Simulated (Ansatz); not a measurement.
`CO[SiH](F)O[SiH2]F` + `COC(C)=O` → `CC(=O)O[SiH2]F` + `CO[SiH](F)OC`  (formal exchange of groups at the Si–O bond)

Calculated with Ansatz (gas phase, PBE0-D4/def2-TZVP geometries, no zero-point term in ΔE). CCSD(T)/CBS is the MP2 limit (def2-TZVPP, def2-QZVPP) plus CCSD(T) − MP2 in def2-TZVPP, frozen cores. Functionals use def2-TZVPP. B3LYP here is the variant with VWN-RPA as its local correlation; programs differ in this. Each species was taken in one conformer, which may not be the lowest.

```json
{"level": "PBE0-D4", "ΔE (eV)": "0.44"}
{"level": "B2PLYP", "ΔE (eV)": "0.46"}
{"level": "PBE0", "ΔE (eV)": "0.43"}
{"level": "B3LYP", "ΔE (eV)": "0.46"}
{"level": "MP2/def2-QZVPP", "ΔE (eV)": "0.47"}
{"level": "SCS-MP2/def2-QZVPP", "ΔE (eV)": "0.47"}
{"level": "HF/CBS(def2)", "ΔE (eV)": "0.52"}
{"level": "CCSD/CBS(def2)", "ΔE (eV)": "0.47"}
```

(1) What does CCSD(T)/CBS give? (Estimate.)

Largest T1 diagnostic among the species: 0.014.

Results:

(1) The calculation gave: +0.46 eV. The listed levels differ from it by -0.02, 0.00, -0.03, 0.00, 0.01, 0.01, 0.06, 0.01 eV.

In def2-TZVPP, CCSD(T) changes the Hartree–Fock value by −0.05 eV (the triples alone add −0.01 eV) and MP2 by −0.04 eV.
